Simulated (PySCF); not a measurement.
This PySCF input asks for the NMR shieldings of `CCB(C#CC)N`, C₅H₁₀BN; the geometry comes from GFN2-xTB.

```python
import basis_set_exchange as bse
import numpy as np
from pyscf import gto, dft
from pyscf.prop import nmr

atoms = """
C     3.247613    0.864504    0.205535
C     1.948843    0.225089    0.179985
C     0.868396   -0.309649    0.160840
B    -0.506011   -0.953028    0.155725
N    -0.678090   -2.189094   -0.450573
C    -1.742658   -0.203626    0.834982
C    -2.002817    1.170984    0.210622
H     3.133203    1.948866    0.183954
H     3.840368    0.552983   -0.655344
H     3.777850    0.585686    1.116876
H    -1.563103   -2.665838   -0.489804
H     0.066320   -2.700443   -0.894720
H    -2.657346   -0.798388    0.764206
H    -1.545126   -0.058444    1.900814
H    -2.236429    1.069858   -0.847688
H    -1.120322    1.800189    0.302612
H    -2.837688    1.672380    0.698627
"""
names = dict.fromkeys(["C", "B", "N", "H"], "pcSseg-1")
basis = {el: gto.basis.parse(bse.get_basis(n, elements=[el], fmt="nwchem")) for el, n in names.items()}
mol = gto.M(atom=atoms, basis=basis, charge=0, verbose=0)
mf = dft.RKS(mol, xc="PBE0")
mf.grids.level = 2
mf.grids.alignment = dft.numint.BLKSIZE   # the property module wants whole blocks of grid points
mf.conv_tol = 1e-9
mf.kernel()

calc = nmr.RKS(mf)   # GIAO
C = mf.mo_coeff
Co = C[:, mf.mo_occ > 0]
resp = mf.gen_response(singlet=True, hermi=2)
def vind(x):   # induced exchange potential for any number of trial vectors
    d = np.einsum("pi,xij,qj->xpq", C, 2 * x.reshape(-1, C.shape[1], Co.shape[1]), Co, optimize=True)
    return np.einsum("xpq,pi,qj->xij", resp(d - d.transpose(0, 2, 1)), C, Co, optimize=True).ravel()
mo1, _ = nmr.rhf.solve_mo1(calc, with_cphf=vind)
sigma = calc.kernel(mo1)
for i, s in enumerate(sigma):   # ppm
    w = np.linalg.eigvalsh((s + s.T) / 2)
    print("%2d %-2s iso %8.1f  s11 %8.1f  s22 %8.1f  s33 %8.1f" % (i, mol.atom_pure_symbol(i), w.mean(), *w))
```

Task: Give the expected output.

Result: 
```
 0 C  iso    180.7  s11    173.1  s22    173.5  s33    195.5
 1 C  iso     74.6  s11     -9.1  s22     -0.1  s33    233.0
 2 C  iso     95.8  s11      1.0  s22     10.0  s33    276.4
 3 B  iso     67.3  s11     26.5  s22     58.9  s33    116.3
 4 N  iso    155.8  s11     63.1  s22    199.0  s33    205.3
 5 C  iso    167.5  s11    158.5  s22    166.8  s33    177.4
 6 C  iso    174.2  s11    166.6  s22    171.0  s33    185.0
 7 H  iso     29.6  s11     24.4  s22     28.3  s33     36.0
 8 H  iso     29.6  s11     24.6  s22     28.0  s33     36.4
 9 H  iso     29.6  s11     24.8  s22     27.8  s33     36.2
10 H  iso     27.9  s11     22.9  s22     25.9  s33     34.8
11 H  iso     27.8  s11     22.6  s22     25.4  s33     35.3
12 H  iso     31.1  s11     26.9  s22     30.3  s33     36.1
13 H  iso     30.8  s11     27.8  s22     28.4  s33     36.1
14 H  iso     31.0  s11     27.0  s22     29.1  s33     36.9
15 H  iso     30.3  s11     25.5  s22     29.9  s33     35.5
16 H  iso     30.5  s11     25.9  s22     27.8  s33     37.8
```

These numbers come from an equivalent density-fitted implementation of the same equations, which agrees with the script to about 0.01 ppm for H and up to a few tenths of a ppm for heavy atoms, so last digits may differ.

Size and cost of the density-fitted run: 169 basis functions, 17 s wall time on 1 thread of an Arm Neoverse V2, shared host; peak memory 0.75 GiB.
